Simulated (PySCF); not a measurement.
## PySCF run on KZn

The script input.py:

```python
from pyscf import gto, dft

mol = gto.M(
    atom='K 0 0 0; Zn 0 0 3.135',
    basis='sbkjc',
    ecp={'K': 'sbkjc', 'Zn': 'sbkjc'},
    charge=0,
    spin=1,
    verbose=4,
)
mf = dft.UKS(mol, xc='bp86')
mf.kernel()
mf.mulliken_pop()
mf.dip_moment()
print('orbital energies (hartree):', [e[max(0, n-3):n+3].round(4) for e, n in zip(mf.mo_energy, mol.nelec)])
```

```bash
$ OMP_NUM_THREADS=1 python input.py
```

It prints (some set-up lines and the per-cycle HOMO/LUMO lines with their warnings removed):

```
PySCF version 2.14.0

[INPUT] verbose = 4
[INPUT] num. atoms = 2
[INPUT] num. electrons = 21
[INPUT] charge = 0
[INPUT] spin (= nelec alpha-beta = 2S) = 1
[INPUT] symmetry False subgroup None
[INPUT] Mole.unit = angstrom
[INPUT] Symbol           X                Y                Z      unit          X                Y                Z       unit  Magmom
[INPUT]  1 K      0.000000000000   0.000000000000   0.000000000000 AA    0.000000000000   0.000000000000   0.000000000000 Bohr   0.0
[INPUT]  2 Zn     0.000000000000   0.000000000000   3.135000000000 AA    0.000000000000   0.000000000000   5.924291400511 Bohr   0.0

nuclear repulsion = 3.37593117014354
number of shells = 15
number of NR pGTOs = 78
number of NR cGTOs = 39
basis = sbkjc
ecp = {'K': 'sbkjc', 'Zn': 'sbkjc'}

******** <class 'pyscf.dft.uks.UKS'> ********
method = UKS
initial guess = minao
damping factor = 0
level_shift factor = 0
DIIS = <class 'pyscf.scf.diis.CDIIS'>
diis_start_cycle = 1
diis_space = 8
diis_damp = 0
SCF conv_tol = 1e-09
SCF conv_tol_grad = None
SCF max_cycles = 50
direct_scf = True
direct_scf_tol = 1e-13
number electrons alpha = 11  beta = 10
XC library pyscf.dft.libxc version 7.0.0
    S. Lehtola, C. Steigemann, M. J.T. Oliveira, and M. A.L. Marques.,  SoftwareX 7, 1–5 (2018)
XC functionals = bp86
    A. D. Becke.,  Phys. Rev. A 38, 3098 (1988)
    J. P. Perdew.,  Phys. Rev. B 33, 8822 (1986)
radial grids:
    Treutler-Ahlrichs [JCP 102, 346 (1995); DOI:10.1063/1.469408] (M4) radial grids

becke partition: Becke, JCP 88, 2547 (1988); DOI:10.1063/1.454033
pruning grids: <function nwchem_prune>
grids dens level: 3
symmetrized grids: False
atomic radii adjust function: <function treutler_atomic_radii_adjust>
small_rho_cutoff = 0
Set gradient conv threshold to 3.16228e-05
tot grids = 40680
init E= -216.162250423272

cycle= 1 E= -155.502986393009  delta_E= 60.7  |g|= 13.3  |ddm|= 11.5

cycle= 2 E= -203.812903582825  delta_E= -48.3  |g|= 8.05  |ddm|= 12.8
cycle= 3 E= -225.633834384815  delta_E= -21.8  |g|= 1.79  |ddm|=  6.6

cycle= 4 E= -170.254869301311  delta_E= 55.4  |g|= 6.01  |ddm|=   12

cycle= 5 E= -172.231117493736  delta_E= -1.98  |g|= 6.13  |ddm|= 2.07

cycle= 6 E= -171.314125590087  delta_E= 0.917  |g|= 6.06  |ddm|= 1.07

cycle= 7 E= -170.845396809599  delta_E= 0.469  |g|= 6.03  |ddm|= 0.477

cycle= 8 E= -171.576767904224  delta_E= -0.731  |g|= 6.07  |ddm|= 0.69
cycle= 9 E= -175.308972444704  delta_E= -3.73  |g|= 6.22  |ddm|= 7.37

cycle= 10 E= -172.603252117301  delta_E= 2.71  |g|= 6.11  |ddm|= 7.62
[5 cycles left out]
cycle= 16 E= -226.258193600673  delta_E= -0.622  |g|= 0.424  |ddm|=  1.9
cycle= 17 E= -226.336649860439  delta_E= -0.0785  |g|= 0.131  |ddm|= 1.23
cycle= 18 E= -226.362961711207  delta_E= -0.0263  |g|= 0.0434  |ddm|= 0.315
cycle= 19 E= -226.368048704582  delta_E= -0.00509  |g|= 0.013  |ddm|= 0.246
cycle= 20 E= -226.368209611075  delta_E= -0.000161  |g|= 0.00351  |ddm|= 0.0541
cycle= 21 E= -226.368230502164  delta_E= -2.09e-05  |g|= 0.000602  |ddm|= 0.0202
cycle= 22 E= -226.368231296284  delta_E= -7.94e-07  |g|= 0.000146  |ddm|= 0.00389
cycle= 23 E= -226.368231301342  delta_E= -5.06e-09  |g|= 3.62e-05  |ddm|= 0.000479
cycle= 24 E= -226.368231305532  delta_E= -4.19e-09  |g|= 5.81e-06  |ddm|= 0.000214
cycle= 25 E= -226.368231305644  delta_E= -1.13e-10  |g|= 1.35e-06  |ddm|= 3.87e-05
Extra cycle  E= -226.368231305645  delta_E= -6.54e-13  |g|= 2.05e-06  |ddm|= 1.17e-05
converged SCF energy = -226.368231305645  <S^2> = 0.75065715  2S+1 = 2.000657
 ** Mulliken pop       alpha | beta **
pop of  0 K 4s        0.86428 | 0.06687
pop of  0 K 5s       -0.06080 | -0.02284
pop of  0 K 4px       0.00044 | 0.00039
pop of  0 K 4py       0.00044 | 0.00039
pop of  0 K 4pz       0.06666 | 0.04356
pop of  0 K 5px      -0.00005 | -0.00005
pop of  0 K 5py      -0.00005 | -0.00005
pop of  0 K 5pz       0.00102 | -0.01094
pop of  1 Zn 3s        0.73837 | 0.73806
pop of  1 Zn 4s        0.63589 | 0.62955
pop of  1 Zn 5s        0.31665 | 0.31403
pop of  1 Zn 6s        0.23923 | 0.24023
[27 lines left out]
In total            11.00000 | 10.00000
 ** Mulliken atomic charges   ( Nelec_alpha | Nelec_beta ) **
charge of  0K =      0.05074  (     0.87191      0.07734 )
charge of  1Zn =     -0.05074  (    10.12809      9.92266 )
Dipole moment(X, Y, Z, Debye): -0.00000,  0.00000, -0.25440
orbital energies (hartree): [array([-0.376 , -0.2319, -0.0911, -0.0594, -0.0594, -0.0464]), array([-0.3754, -0.3754, -0.2259, -0.0628, -0.0523, -0.0523])]
```

In short: E(SCF) = -226.368231 Eh, ⟨S²⟩ = 0.751, μz(SCF) = -0.25 D.

It ran on Arm Neoverse V2 (1 thread, shared host) in 3.7 s.

The bond length is a typed value, not an optimised one. No search for the lowest solution was made.
